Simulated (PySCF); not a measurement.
**From a computed spectrum to the compound**

A species of 8 atoms with charge 0 has these harmonic modes (PBE0, small Gaussian bases with core potentials, PySCF 2.14.0):

```tsv
cm⁻¹	km/mol	symmetry
52	68.1	a1
56	1.8	e
56	1.8	e
113	16.7	e
113	16.7	e
123	0.0	a2
310	8.7	a1
522	0.3	e
522	0.3	e
564	8.7	a1
565	201.4	e
565	201.4	e
1209	150.3	a1
1633	25.2	e
1633	25.2	e
3491	27.8	a1
3612	54.4	e
3612	54.4	e
```

**Question.** Which species is it, and in which structure?

**Answer.** HoF3(NH3) (singlet in the valence; each metal's 4f electrons, 10 of them, lie in its core potential, out of spins and levels):
```xyz
8

Ho    0.0680   -0.0680    0.0680
F     1.0408    1.4123    1.0408
F    -1.4123   -1.0408    1.0408
F     1.0408   -1.0408   -1.4123
N    -1.3658    1.3658   -1.3658
H    -1.9759    1.9759   -0.8180
H    -0.8180    1.9759   -1.9759
H    -1.9759    0.8180   -1.9759
```
Ideal gas at 298.15 K and 1 bar: S = 413.1 J/(mol K), Cp = 114.5 J/(mol K), H − H(0 K) = 25.6 kJ/mol (rigid rotor, harmonic modes, spin degeneracy alone, that of the 4f electrons in the core included; the modes under 60 cm⁻¹ make these uncertain). An lcecp potential fixes the number of 4f electrons, so in runs with it no electron can move into or out of that shell.
 Other answers can fit too; this one was computed.
